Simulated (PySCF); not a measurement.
## Relaxation of singlet AlI₃

Level of theory: BP86/[Al def2-TZVP, I def2-TZVP with ECP28], scalar-relativistic core potentials, density fitting, no spin–orbit coupling, PySCF. A (50,194) grid was used.

A hand-made T-shaped start, of C2v symmetry, held to at least that symmetry:

```xyz
4
charge 0 multiplicity 1, angstrom
Al    0.0000    0.0000   -0.8625
I     0.0000    0.0000    1.7275
I     2.5884    0.0000   -0.7721
I    -2.5884    0.0000   -0.7721
```

**Question.** What forces act on the atoms at the start (eV/Å)?

**Answer.** 
```json
{"atom": "Al1", "Fx": "0.00", "Fy": "0.00", "Fz": "2.21"}
{"atom": "I2", "Fx": "0.00", "Fy": "0.00", "Fz": "0.29"}
{"atom": "I3", "Fx": "-0.45", "Fy": "0.00", "Fz": "-1.25"}
{"atom": "I4", "Fx": "0.45", "Fy": "0.00", "Fz": "-1.25"}
```

**Question.** What does it relax to?

**Answer.** It ends at D3h with Al–I 2.475 Å (×3); I–Al–I 120.0° (×3) (after a last refinement on a finer grid). A frequency run shows a minimum. Other isomers or separated fragments may lie lower.

**Question.** How much energy is released, and in how many steps?

**Answer.** 166.8 kJ/mol in 8 steps.
